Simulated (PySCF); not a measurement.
Delta-SCF ions had no search for a lower state. 

Z-matrix (Å, degrees):
```
Ge
H 1 1.5291
H 1 1.5291 2 109.47
H 1 1.5291 2 109.47 3 120.00
H 1 1.5291 2 109.47 3 -120.00
```
Charge 0, spin multiplicity 1.

**Question.** Predict the HOMO–LUMO gap, vertical ionisation energy (Delta-SCF), HOMO, total energy and LUMO from TPSSh-D3(BJ)/def2-TZVP // CAM-B3LYP-D3(BJ)/def2-TZVP in PySCF.

**Answer.** 
- HOMO–LUMO gap = 9.91 eV
- vertical ionisation energy (Delta-SCF) = 12.16 eV
- HOMO = -9.09 eV
- total energy = -2079.3634 Ha
- LUMO = 0.82 eV
